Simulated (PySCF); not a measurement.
C4H5Cl2F, SMILES FC(=C)CC(Cl)Cl. Atoms are numbered in the order given.

```xyz
12

C     -2.4022     0.1255    -0.8115
C     -1.5088    -0.5772    -0.1002
F     -1.7399    -0.8568     1.2010
C     -0.1990    -1.1248    -0.5908
C      1.0368    -0.2638    -0.3057
Cl     1.2877    -0.0116     1.4538
Cl     0.9449     1.3090    -1.1751
H     -2.2042     0.3588    -1.8651
H     -3.3272     0.4891    -0.3431
H     -0.0277    -2.1166    -0.1217
H     -0.2462    -1.2706    -1.6882
H      1.9493    -0.7632    -0.6792
```

The structure is a stationary point at PBE-D3(BJ)/def2-SVP. This is a generated structure with no PubChem entry under its InChIKey; it may be hypothetical. The values are those of a single conformer.

All values below come from PBE-D3(BJ)/def2-SVP in PySCF.

Frequencies are harmonic and unscaled.

```tsv
mode	ν (cm⁻¹)	IR (km/mol)	moving atoms (share of kinetic energy)
1	26	0.7	F 38 %, C 28 %, Cl 24 %, H 10 %
2	98	0.8	Cl 43 %, C 27 %, F 19 %, H 11 %
3	139	0.5	Cl 37 %, C 29 %, F 28 %
4	251	0.6	Cl 43 %, C 28 %, F 17 %, H 12 %
5	267	0.9	Cl 79 %, C 17 %
6	404	1.9	C 57 %, Cl 22 %, H 15 %
7	408	1.2	H 51 %, C 37 %, F 9 %
8	460	5.4	C 38 %, H 30 %, F 30 %
9	625	23.0	C 64 %, Cl 24 %, H 12 %
10	666	95.8	C 66 %, Cl 20 %, H 14 %
11	704	1.5	C 71 %, H 23 %
12	718	0.8	H 80 %, C 15 %
13	822	40.1	H 70 %, C 29 %
14	854	8.9	C 65 %, H 25 %, F 8 %
15	920	41.7	H 48 %, C 41 %, F 11 %
16	934	1.9	H 42 %, C 40 %, F 17 %
17	1001	17.2	C 61 %, H 38 %
18	1150	14.2	H 90 %
19	1197	56.3	H 80 %, C 18 %
20	1209	15.4	H 71 %, C 29 %
21	1249	19.5	H 56 %, C 40 %
22	1334	29.6	H 49 %, C 47 %
23	1344	3.3	H 85 %, C 14 %
24	1382	24.9	H 79 %, C 21 %
25	1702	77.4	C 92 %
26	2993	3.8	H 94 %
27	3060	1.9	H 91 %, C 9 %
28	3063	4.4	H 92 %, C 8 %
29	3113	1.2	H 94 %
30	3222	0.2	H 89 %, C 11 %
```
